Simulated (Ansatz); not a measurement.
Geometry optimisation, RKS B3LYP-D4/STO-3G in Ansatz.

Input file:

```yaml
crystal:
  periodic: [false, false, false]
  atoms:
    - { symbol: "N", position_ang: [-1.0349, 0.493, 0.9772] }
    - { symbol: Si, position_ang: [0.0645, -0.0198, -0.0861] }
    - { symbol: "N", position_ang: [0.625, -1.3179, 0.7337] }
    - { symbol: O, position_ang: [1.3271, 1.0951, -0.2156] }
    - { symbol: S, position_ang: [-0.7338, -0.5411, -1.9468] }
    - { symbol: H, position_ang: [-1.5743, 1.3415, 0.5572] }
    - { symbol: H, position_ang: [-1.7454, -0.1954, 1.0946] }
    - { symbol: H, position_ang: [0.8882, -0.9805, 1.6853] }
    - { symbol: H, position_ang: [1.5541, -1.5887, 0.4046] }
    - { symbol: H, position_ang: [1.8625, 0.9672, -0.9329] }
    - { symbol: H, position_ang: [-1.1676, 0.6895, -2.2507] }
basis:
  gaussian: { orbitals: STO-3G }
hamiltonian:
  xc: b3lyp
  dispersion: d4
relax:
  f_tol: 0.02
  max_steps: 40
scf:
  lower_state_search: "off"
```

Launched with:

```bash
$ ansatz run input.yaml --threads 1 --pin off --max-ram 2048MiB --backend cpu --events-out ev --progress --plain --runs-dir out
```

Where does it end, and by what steps?

It converged. Limits of this set-up: minimal basis. After 13 steps the energy has fallen by 1.695 eV; H11 moved furthest, 0.40 Å.

| step | energy less start (eV) | largest force component (eV/Å) | accepted |
| --- | --- | --- | --- |
| 0 | 0.0000 | 6.448 | yes |
| 1 | -1.4029 | 2.571 | yes |
| 2 | -1.6048 | 0.882 | yes |
| 3 | -1.6368 | 0.580 | yes |
| 4 | -1.6753 | 0.332 | yes |
| 5 | -1.6860 | 0.112 | yes |
| 6 | -1.6899 | 0.092 | yes |
| 7 | -1.6931 | 0.062 | yes |
| 8 | -1.6902 | 0.169 | no |
| 9 | -1.6946 | 0.040 | yes |
| 10 | -1.6949 | 0.025 | yes |
| 11 | -1.6950 | 0.024 | yes |
| 12 | -1.6950 | 0.035 | yes |
| 13 | -1.6951 | 0.009 | yes |

```xyz
11
Properties=species:S:1:pos:R:3
N -1.142 0.638 1.059
Si 0.056 0.018 -0.057
N 0.709 -1.399 0.738
O 1.069 1.387 -0.240
S -0.557 -0.725 -1.977
H -1.588 1.532 0.750
H -1.925 -0.029 1.246
H 1.100 -1.206 1.687
H 1.454 -1.903 0.205
H 1.757 1.115 -0.947
H -0.866 0.515 -2.444
```

Whether the end is a true minimum wasn't checked by a vibrational analysis.

Run time: 29 s on 1 thread of Arm Neoverse V2, on a shared host, peak memory 0.14 GiB.
